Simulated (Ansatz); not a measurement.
# Molecular dynamics of CH9NOSSi

input.yaml

```yaml
crystal:
  periodic: [false, false, false]
  atoms:
    - { symbol: Si, position_ang: [-0.4553, 0.5578, 1.0975] }
    - { symbol: O, position_ang: [0.4091, -0.8885, -0.1065] }
    - { symbol: C, position_ang: [0.1855, -1.2545, -1.437] }
    - { symbol: H, position_ang: [-0.6439, 1.7379, 1.9573] }
    - { symbol: H, position_ang: [-0.6018, -0.602, 1.9673] }
    - { symbol: "N", position_ang: [-1.3963, 1.0815, -0.2276] }
    - { symbol: H, position_ang: [1.5304, -0.3204, 0.0891] }
    - { symbol: S, position_ang: [2.0072, 1.1118, 1.0523] }
    - { symbol: H, position_ang: [0.307, -0.407, -2.1205] }
    - { symbol: H, position_ang: [-0.8279, -1.6518, -1.527] }
    - { symbol: H, position_ang: [0.8925, -2.0406, -1.7173] }
    - { symbol: H, position_ang: [-2.0695, 1.8162, -0.1112] }
    - { symbol: H, position_ang: [-1.6067, 0.5048, -1.0224] }
    - { symbol: H, position_ang: [2.2696, 0.3545, 2.1061] }
magnetization:
  spin_polarized: true
basis:
  gaussian: { orbitals: "6-31G*" }
hamiltonian:
  xc: hf
md:
  timestep: 0.5
  n_steps: 150
  ensemble: nve
  temperature: 300.0
  initial_velocities: maxwell_boltzmann
  seed: 394854
```

Command:

```bash
$ ansatz run input.yaml --threads 2 --pin off --max-ram 3072MiB --backend cpu --events-out ev --progress --plain --runs-dir out
```

It starts from a rough guess of a transition structure, not a stationary point.

Output, in part (one step line in 6, the closing report, with atoms numbered from 0):

```
md step     0: t =     0.00 fs  T =   300.0 K  F+E_penalty+E_count = -23368.83228535 eV  E_kin = 0.465336 eV  conserved = -23368.36694936 eV  (43 SCF iters)
md step     6: t =     3.00 fs  T =   341.2 K  F+E_penalty+E_count = -23368.89316714 eV  E_kin = 0.529207 eV  conserved = -23368.36396053 eV  (41 SCF iters)
md step    12: t =     6.00 fs  T =   607.5 K  F+E_penalty+E_count = -23369.33234459 eV  E_kin = 0.942237 eV  conserved = -23368.39010723 eV  (40 SCF iters)
md step    18: t =     9.00 fs  T =   864.1 K  F+E_penalty+E_count = -23369.71906193 eV  E_kin = 1.340275 eV  conserved = -23368.37878718 eV  (37 SCF iters)
md step    24: t =    12.00 fs  T =   291.8 K  F+E_penalty+E_count = -23368.81565404 eV  E_kin = 0.452565 eV  conserved = -23368.36308940 eV  (35 SCF iters)
md step    30: t =    15.00 fs  T =  1019.1 K  F+E_penalty+E_count = -23369.97778964 eV  E_kin = 1.580738 eV  conserved = -23368.39705152 eV  (37 SCF iters)
md step    36: t =    18.00 fs  T =  1008.3 K  F+E_penalty+E_count = -23369.95563486 eV  E_kin = 1.564008 eV  conserved = -23368.39162732 eV  (39 SCF iters)
md step    42: t =    21.00 fs  T =   406.9 K  F+E_penalty+E_count = -23368.99471714 eV  E_kin = 0.631141 eV  conserved = -23368.36357603 eV  (36 SCF iters)
md step    48: t =    24.00 fs  T =  1177.4 K  F+E_penalty+E_count = -23370.21670701 eV  E_kin = 1.826326 eV  conserved = -23368.39038125 eV  (39 SCF iters)
md step    54: t =    27.00 fs  T =  1279.4 K  F+E_penalty+E_count = -23370.38481659 eV  E_kin = 1.984516 eV  conserved = -23368.40030106 eV  (36 SCF iters)
md step    60: t =    30.00 fs  T =   668.5 K  F+E_penalty+E_count = -23369.40047407 eV  E_kin = 1.036938 eV  conserved = -23368.36353569 eV  (40 SCF iters)
md step    66: t =    33.00 fs  T =  1314.4 K  F+E_penalty+E_count = -23370.43110574 eV  E_kin = 2.038818 eV  conserved = -23368.39228741 eV  (39 SCF iters)
md step    72: t =    36.00 fs  T =  1355.0 K  F+E_penalty+E_count = -23370.50234326 eV  E_kin = 2.101735 eV  conserved = -23368.40060841 eV  (38 SCF iters)
md step    78: t =    39.00 fs  T =   670.6 K  F+E_penalty+E_count = -23369.40252289 eV  E_kin = 1.040250 eV  conserved = -23368.36227318 eV  (38 SCF iters)
md step    84: t =    42.00 fs  T =  1407.9 K  F+E_penalty+E_count = -23370.58108991 eV  E_kin = 2.183800 eV  conserved = -23368.39728958 eV  (36 SCF iters)
md step    90: t =    45.00 fs  T =  1397.4 K  F+E_penalty+E_count = -23370.56373125 eV  E_kin = 2.167610 eV  conserved = -23368.39612156 eV  (36 SCF iters)
md step    96: t =    48.00 fs  T =   690.2 K  F+E_penalty+E_count = -23369.43186725 eV  E_kin = 1.070632 eV  conserved = -23368.36123506 eV  (35 SCF iters)
md step   102: t =    51.00 fs  T =  1476.0 K  F+E_penalty+E_count = -23370.69154581 eV  E_kin = 2.289385 eV  conserved = -23368.40216060 eV  (37 SCF iters)
md step   108: t =    54.00 fs  T =  1529.5 K  F+E_penalty+E_count = -23370.76311272 eV  E_kin = 2.372496 eV  conserved = -23368.39061664 eV  (38 SCF iters)
md step   114: t =    57.00 fs  T =   917.0 K  F+E_penalty+E_count = -23369.78460473 eV  E_kin = 1.422375 eV  conserved = -23368.36222931 eV  (43 SCF iters)
md step   120: t =    60.00 fs  T =  1549.2 K  F+E_penalty+E_count = -23370.80753016 eV  E_kin = 2.402974 eV  conserved = -23368.40455601 eV  (36 SCF iters)
md step   126: t =    63.00 fs  T =  1601.1 K  F+E_penalty+E_count = -23370.86833834 eV  E_kin = 2.483427 eV  conserved = -23368.38491084 eV  (36 SCF iters)
md step   132: t =    66.00 fs  T =   966.8 K  F+E_penalty+E_count = -23369.86243651 eV  E_kin = 1.499657 eV  conserved = -23368.36277901 eV  (49 SCF iters)
md step   138: t =    69.00 fs  T =  1386.4 K  F+E_penalty+E_count = -23370.55119593 eV  E_kin = 2.150504 eV  conserved = -23368.40069202 eV  (38 SCF iters)
md step   144: t =    72.00 fs  T =  1447.8 K  F+E_penalty+E_count = -23370.62581084 eV  E_kin = 2.245642 eV  conserved = -23368.38016883 eV  (38 SCF iters)
md step   150: t =    75.00 fs  T =   801.0 K  F+E_penalty+E_count = -23369.60466960 eV  E_kin = 1.242467 eV  conserved = -23368.36220254 eV  (50 SCF iters)
Total energy: -23369.60466960 eV, -858.8171311208 hartree
Atom 0 at    -0.481446     1.155146     1.616366 Å, force     1.499793     1.542456    -0.217555 eV/Å
Atom 1 at     0.499437    -1.652517    -0.768883 Å, force     5.976302     1.293202    -0.219191 eV/Å
Atom 2 at     0.281177    -1.778058    -2.200872 Å, force    -0.723526    -0.141709     1.548818 eV/Å
Atom 3 at    -0.884238     2.467990     2.303917 Å, force     0.412040    -0.943016    -0.583085 eV/Å
Atom 4 at    -0.807037     0.057837     2.565348 Å, force     0.129641     0.106331    -0.522873 eV/Å
Atom 5 at    -1.119976     1.034244     0.039749 Å, force     0.005199    -2.286340     1.125427 eV/Å
Atom 6 at     1.643671    -1.420790    -0.518499 Å, force    -6.351386    -1.259788    -1.598803 eV/Å
Atom 7 at     1.802009     1.199594     1.144857 Å, force    -1.624451     0.087804     0.892292 eV/Å
Atom 8 at     0.762436    -1.031644    -2.817136 Å, force     0.114503     0.308385     0.319784 eV/Å
Atom 9 at    -0.817416    -1.683068    -2.312077 Å, force     0.902174    -0.127460    -0.084609 eV/Å
Atom 10 at     0.590797    -2.754105    -2.552964 Å, force    -0.018878    -0.081019     0.058241 eV/Å
Atom 11 at    -1.526796     1.670333    -0.574959 Å, force    -0.388708     1.077821    -0.396435 eV/Å
Atom 12 at    -1.170116     0.082245    -0.295131 Å, force     0.121908     0.559546    -0.154871 eV/Å
Atom 13 at     2.299476     1.588869     2.322762 Å, force    -0.054612    -0.136214    -0.167141 eV/Å
Dipole moment:    -0.267153    -0.073510    -0.269204 e Å
```

The run went to its last step. The conserved energy stayed within 2.7 meV per atom of its start (net change 0.34 meV per atom), so there is no drift, though single steps change it by up to 46 meV in the whole system, a sign of fast motions only just resolved. The kinetic energy rose, since the run started high on the potential surface and went downhill. It ends in pieces (CH4O + H5NSSi), so much of that is their flight and rotation, not heat. A run of 0.075 ps of so small a system gives no equilibrium averages. The orbitals were unrestricted but ended closed-shell.

The planned step would form Si1–S8, O2–H7 and break Si1–O2, H7–S8. These pairs go: Si1–S8 2.52 → 2.33 Å, O2–H7 1.27 → 1.19 Å, Si1–O2 2.07 → 3.81 Å, H7–S8 1.79 → 3.11 Å. In the last frame they stand as after the step (other bonds may differ from the relaxed reactants and products). It ends as CH4O + H5NSSi. Pairs count as bonded within 1.25 times the sum of covalent radii (0.12 Å more for H–H).

Last frame:

```xyz
14
Properties=species:S:1:pos:R:3
Si -0.481 1.155 1.616
O 0.499 -1.653 -0.769
C 0.281 -1.778 -2.201
H -0.884 2.468 2.304
H -0.807 0.058 2.565
N -1.120 1.034 0.040
H 1.644 -1.421 -0.518
S 1.802 1.200 1.145
H 0.762 -1.032 -2.817
H -0.817 -1.683 -2.312
H 0.591 -2.754 -2.553
H -1.527 1.670 -0.575
H -1.170 0.082 -0.295
H 2.300 1.589 2.323
```

Run time: 5.4 min on 2 threads of Arm Neoverse V1, on a shared host, peak memory 0.28 GiB.
